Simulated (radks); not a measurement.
Q: The gold ion Au+, [Xe] 4f14 5d10. Calculated with a radial shooting solver on a logarithmic mesh with Libxc functionals: non-relativistic Kohn-Sham, exchange-only LDA, spin-polarised, spherical densities, point nucleus. Every spin shell is full or empty, so the densities are truly spherical. Functionals are evaluated on that one density, not self-consistently. Rank these orbital-free kinetic functionals by their error against the exact value of the orbitals, and give that value: Thomas-Fermi, von Weizsacker, TF + vW, TF + vW/9, TF + vW/5, LC94, APBEK, revAPBEK, Perdew 92, Thakkar, Pearson, LKT, PG1, DePristo-Kress, Ernzerhof.

A: Exact: 17852.3 hartree. From best to worst, with 100 (|E| - |E exact|)/|E exact| (equal figures are ties): LC94 0.00, APBEK +0.03, revAPBEK +0.17, DePristo-Kress -0.21, Ernzerhof -0.49, Perdew 92 -0.69, TF + vW/9 -0.70, Thakkar -0.79, Pearson -0.85, TF + vW/5 +2.46, Thomas-Fermi -4.65, PG1 +12.44, LKT +15.96, TF + vW +30.89, von Weizsacker -64.46.
